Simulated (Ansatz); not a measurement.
Program: Ansatz 0.2.0.

A structure relaxed at PBE0-D4/def2-TZVP, charge 0, multiplicity 1:

```xyz
15

C    -2.654   -0.273   -0.670
O    -1.319   -0.133   -0.331
Hf    0.543    0.057    0.138
N     1.762   -0.216   -1.485
N     1.107   -1.309    1.555
N     0.944    1.918    0.892
H    -2.762   -0.819   -1.615
H    -3.133    0.706   -0.787
H    -3.198   -0.826    0.105
H     2.591   -0.792   -1.490
H     1.587    0.103   -2.428
H     0.809   -2.273    1.612
H     1.646   -1.091    2.381
H     1.727    2.492    0.616
H     0.351    2.457    1.507
```

Q: Give its formula and SMILES.

A: CH9HfN3O, `C[O][Hf]([NH2])([NH2])[NH2]`.

Q: Point group (tolerance 0.08 Å, 0.16 Å for H)?

A: C3.

Q: Summarise the bond lengths by kind.

A: 1 × C–O 1.384 Å; 3 × C–H 1.096 Å; 1 × Hf–O 1.929 Å; 3 × Hf–N 2.048 Å; 6 × H–N 1.010 Å.
